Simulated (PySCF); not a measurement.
Species: C₅H₈F₂O.
Numbering: `[CH3:1][C:2]([F:3])([F:4])[O:5][CH:6]1[CH2:7][CH2:8]1`

Structure used (GFN2-xTB), in Å, numbered top down from 1:
```
atom  x, y, z in Å
C1    -2.584   -0.271   -0.287
C2    -1.248    0.439   -0.208
F3    -0.866    0.864   -1.458
F4    -1.385    1.619    0.485
O5    -0.312   -0.343    0.353
C6     0.979    0.232    0.497
C7     2.114   -0.730    0.608
C8     1.960    0.109   -0.627
H9    -3.319    0.403   -0.718
H10   -2.476   -1.153   -0.911
H11   -2.884   -0.562    0.714
H12    0.968    1.132    1.102
H13    1.873   -1.778    0.535
H14    2.905   -0.501    1.304
H15    2.642    0.928   -0.794
H16    1.625   -0.379   -1.528
```

Definitions: NICS(0) = −σiso at the ring centroid; NICS(1) = −σiso and NICS(1)zz = −σzz at ±1 Å along the ring normal z. Level: GIAO PBE0/pcSseg-1 (PySCF, non-relativistic, gas phase) on the GFN2-xTB geometry, one conformer.

Ring bond lengths (Å), with Mayer bond orders in brackets: C6–C7 1.492 (0.98), C7–C8 1.500 (0.97), C8–C6 1.498 (0.97).

Question: Give the NICS values of each ring in ppm.

Answer: 
| ring | type | NICS(0) | NICS(1), two faces | NICS(1)zz, two faces | rms pucker (Å) | centre to ring atoms, mean (Å) |
| --- | --- | --- | --- | --- | --- | --- |
| C6–C7–C8 | 3-membered carbocycle; formal bonds all single | -40.3 | -9.4 / -7.2 | -24.0 / -16.5 | 0.00 | 0.86 |

Question: What can be read from them?

Answer: 
- C6–C7–C8: mean NICS(1)zz -20.3 ppm, shielded. C6, C7, C8 have four or more neighbours; no verdict on aromaticity is drawn. The two faces differ by 7.5 ppm, so no symmetry operation interchanges them. NICS(0) lies 32 ppm below the mean NICS(1).

Question: What are the shieldings of the ring atoms and their hydrogens in the same run (means over atoms taken as equivalent)?

Answer: 
```csv
atoms,environment,σ isotropic (ppm)
C6,sp3 carbon bound to oxygen,136.9
C7 (×2),three-membered-ring carbon,179.3
H12,methine hydrogen,27.79
H13 (×2),methylene hydrogen,30.85
H14 (×2),methylene hydrogen,31.12
```

Hardware: Arm Neoverse V2, one thread, no GPU, shared host. Cost: 17 s wall, 0.74 GiB resident at most. This is the whole shielding run at PBE0/pcSseg-1, SCF included.
